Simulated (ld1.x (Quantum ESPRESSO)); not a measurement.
# u(r) = r·R(r): atom against pseudo-atom (O)

Columns: radius, all-electron u(r) and pseudo u(r) of the 2s shell (level -31.34 eV) of oxygen in the configuration [He] 2s2 2p3.5; PBE, non-relativistic, ultrasoft scheme, ld1.x (Quantum ESPRESSO) 7.5.

```csv
r (bohr),all-electron,pseudo
0.098,0.4295,-0.1922
0.195,0.2656,-0.3735
0.292,-0.0541,-0.5380
0.390,-0.3696,-0.6810
0.488,-0.6217,-0.7967
0.585,-0.7984,-0.8826
0.682,-0.9083,-0.9403
0.780,-0.9637,-0.9714
0.878,-0.9765,-0.9770
0.975,-0.9589,-0.9589
1.072,-0.9207,-0.9207
1.170,-0.8688,-0.8688
1.268,-0.8091,-0.8091
1.365,-0.7465,-0.7465
1.463,-0.6826,-0.6826
1.560,-0.6206,-0.6206
1.658,-0.5606,-0.5606
1.755,-0.5047,-0.5047
1.852,-0.4527,-0.4527
1.950,-0.4042,-0.4042
2.047,-0.3604,-0.3604
2.145,-0.3203,-0.3203
2.242,-0.2843,-0.2843
2.340,-0.2517,-0.2517
2.438,-0.2225,-0.2225
2.535,-0.1966,-0.1966
```

Question: How many radial nodes do the two functions have?

Answer: The all-electron 2s function has n − l − 1 = 1; the pseudo-wave has 0, since the states of the same l below it are removed with the core.

Question: At about which radius was the pseudo-wave matched?

Answer: 0.95 bohr, where the columns begin to agree (steps of 0.10 bohr).

Question: Where does each function peak?

Answer: Outermost all-electron maximum near 0.88 bohr, pseudo maximum near 0.88 bohr (to the table’s step).

Question: Is the pseudo-wave norm-conserving?

Answer: No, it belongs to an ultrasoft set: the norm inside the radius is not constrained, and the difference is carried by the augmentation charge.
